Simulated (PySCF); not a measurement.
Vertical excitations of a molecule C₃H₄N₂O from PySCF with TDDFT-PBE/def2-SVPD, as energy in eV (oscillator strength): 3.74 (0.004), 4.44 (0.032), 4.74 (0.003), 6.10 (0.010), 6.42 (0.002), 6.47 (0.005), 6.74 (0.000), 7.05 (0.015), 7.18 (0.005), 7.22 (0.010). Lowest triplet (TDA): 3.12 eV. Geometry: B3LYP-D3(BJ)/def2-SVP. One conformer was computed; it need not be the lowest.

Which structure fits?
A) [H]/N=c1/[nH]cco1
B) C1=NC=NCO1
C) C1=NCN=CO1
D) N#C/N=C/CO

B, C1=NC=NCO1
